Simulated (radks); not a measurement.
Results of a calculation; reference values are marked as such.
The arsenic anion As3-, [Kr], held by a Watson sphere: a shell of charge +3 at radius R that stands for the Madelung well of a crystal (potential energy -3/R inside, -3/r outside, in hartree with lengths in bohr). Level of theory: scalar-relativistic Kohn-Sham, PBE, spin-unpolarised, spherical densities, point nucleus (a radial shooting solver on a logarithmic mesh with Libxc functionals). Response by self-consistent Sternheimer equations with the Hartree and adiabatic LDA kernel, the relativistic mass of each level held fixed and spin-orbit coupling left out. The sphere does not respond.

\begin{tabular}{lrrrrrrr}
R (bohr) & e(3d) (eV) & e(4s) (eV) & e(4p) (eV) & <r> 4p (bohr) & sum of <r^2> (bohr^2) & X-ray form factor at sin(theta)/lambda = 0.3 1/angstrom & alpha (bohr^3) \\ \hline
4.14 & -37.185 & -12.095 & -4.325 & 3.197 & 93.82 & 22.640 & 135.4 \\
4.2 & -37.155 & -12.019 & -4.248 & 3.220 & 95.00 & 22.642 & 141.0 \\
4.22 & -37.146 & -11.995 & -4.223 & 3.227 & 95.40 & 22.643 & 143.0 \\
4.68 & -36.946 & -11.510 & -3.701 & 3.400 & 104.8 & 22.655 & 194.4 \\
4.72 & -36.931 & -11.474 & -3.660 & 3.415 & 105.7 & 22.655 & 199.5 \\
4.77 & -36.912 & -11.431 & -3.610 & 3.434 & 106.7 & 22.656 & 206.1 \\
4.96 & -36.844 & -11.280 & -3.429 & 3.503 & 110.9 & 22.658 & 233.0 \\
5.05 & -36.814 & -11.214 & -3.348 & 3.536 & 112.9 & 22.659 & 246.7 \\
\end{tabular}
